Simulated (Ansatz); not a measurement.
Cost and result for the atomization energy of `C[SiH]1[SiH2]B1N` (13 atoms, 13 bonds).

```xyz
13

C    -1.286   -1.616    1.013
Si   -0.803   -0.353   -0.290
Si    1.114   -0.052   -1.591
B     0.445    1.181   -0.150
N     0.967    2.108    0.727
H    -1.590   -2.554    0.543
H    -0.444   -1.819    1.676
H    -2.118   -1.246    1.617
H    -1.893   -0.071   -1.268
H     0.811    0.134   -3.035
H     2.450   -0.679   -1.393
H     0.523    2.358    1.597
H     1.824    2.609    0.554
```

The species carries charge 0 and has multiplicity 1. All single points use the PBE0-D4/def2-TZVP geometry. It is one conformer, not always the lowest. Program: Ansatz. All runs use 4 threads of an Arm Neoverse V1 on a shared host. Times are those of one run each, without the atoms' runs, and a repeat can differ threefold. Electronic energies, without spin–orbit coupling; frozen cores. CCSD(T)/CBS adds CCSD(T) − MP2 in def2-TZVPP to the MP2 limit, and its time is that of the two runs behind it. T1 = 0.015. B3LYP takes the VWN-RPA correlation (the form of Gaussian; ORCA's B3LYP/G).

CCSD(T)/CBS is a level of theory with its own doubt, some kJ/mol a heavy atom from the limit and from the frozen cores, so smaller differences don't rank the functionals.

```tsv
level	functions	wall time
PBE-D4/def2-TZVPP (with forces)	289	3.6 s
PBE0-D4/def2-TZVPP	289	4.2 s
r2SCAN-D4/def2-TZVPP (with forces)	289	7 s
B3LYP-D4/def2-TZVPP (with forces)	289	7 s
B2PLYP/def2-TZVPP	289	8.5 s
ωB97X-V/def2-TZVPP	289	11 s
ωB97M-V/def2-TZVPP (with forces)	289	18 s
MP2/def2-QZVPP	551	34 s
CCSD(T)/def2-TZVPP	289	4.1 min
CCSD(T)/CBS(def2)	–	4.7 min
```

Question: What atomization energy does each give, and how far from CCSD(T)/CBS? (An estimate is asked.)

Answer: The calculation gave: 
```
                             level  atomization (kJ/mol)  difference from CCSD(T)/CBS  per bond
   PBE-D4/def2-TZVPP (with forces)                4529.2                         87.6       6.7
                PBE0-D4/def2-TZVPP                4472.7                         31.1       2.4
r2SCAN-D4/def2-TZVPP (with forces)                4478.7                         37.1       2.9
 B3LYP-D4/def2-TZVPP (with forces)                4465.6                         24.0       1.8
                 B2PLYP/def2-TZVPP                4400.0                        -41.6      -3.2
                ωB97X-V/def2-TZVPP                4482.5                         40.9       3.1
  ωB97M-V/def2-TZVPP (with forces)                4467.4                         25.8       2.0
                    MP2/def2-QZVPP                4418.4                        -23.2      -1.8
                CCSD(T)/def2-TZVPP                4323.4                       -118.2      -9.1
                 CCSD(T)/CBS(def2)                4441.6                          0.0       0.0
```

In def2-TZVPP, CCSD(T) changes the Hartree–Fock value by +1066.7 kJ/mol (the triples alone add +63.5 kJ/mol) and MP2 by +1092.0 kJ/mol; breaking electron pairs costs correlation energy, which Hartree–Fock lacks. From PBE to PBE0 (25 % exact exchange), in def2-TZVPP and without D4, the atomization energy moves by −52.6 kJ/mol: exact exchange takes away binding that semilocal exchange gives to molecules. The D4 term adds +45.2 kJ/mol with B3LYP and +24.0 kJ/mol with PBE0; it sums over pairs of atoms, weighted by their polarisabilities, and B3LYP, whose exchange is more repulsive, gets the larger term.
